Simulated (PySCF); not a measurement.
**Run times: gold in x2c-SVPall-2c with one added diffuse shell each of s, d type**

Measured wall times of calculations with PySCF 2.14 in x2c-SVPall-2c with one added diffuse shell each of s, d type (8s9p10d2f, 99 functions), with two-component X2C-1e, run from one Python driver. Hardware: 1 thread of Neoverse-V1 on a shared host, 1.3 GiB allowed. The two-electron integrals over 99 functions were computed once and kept in memory (11 CPU seconds with the set-up); the times below exclude them.

Launch command (the driver calls PySCF for each step listed in the task file):

```bash
OMP_NUM_THREADS=1 python sorun2.py TASK.json OUT
```

```json
{"species": "Au²⁺ [Xe] 4f14 5d9", "step": "GHF, spin-free", "iterations": "10", "wall time (s)": "5.6"}
{"species": "Au²⁺ [Xe] 4f14 5d9", "step": "GMP2 (17 electrons), spin-free", "iterations": "", "wall time (s)": "1.6"}
{"species": "Au²⁺ [Xe] 4f14 5d9", "step": "GHF, screened spin-orbit", "iterations": "10", "wall time (s)": "5.6"}
{"species": "Au²⁺ [Xe] 4f14 5d9", "step": "GMP2 (17 electrons), screened spin-orbit", "iterations": "", "wall time (s)": "1"}
{"species": "Au²⁺ [Xe] 4f14 5d8 6s1", "step": "GHF, spin-free", "iterations": "7", "wall time (s)": "4.3"}
{"species": "Au²⁺ [Xe] 4f14 5d8 6s1", "step": "GMP2 (17 electrons), spin-free", "iterations": "", "wall time (s)": "1"}
{"species": "Au²⁺ [Xe] 4f14 5d8 6s1", "step": "GMP2 (17 electrons), screened spin-orbit", "iterations": "", "wall time (s)": "1"}
```

Q: Roughly how long does GHF, screened spin-orbit take for Au²⁺ [Xe] 4f14 5d8 6s1 here?

A: About 11 s.

Peak memory of the process: 0.46 GiB. Times on a shared host vary from run to run.
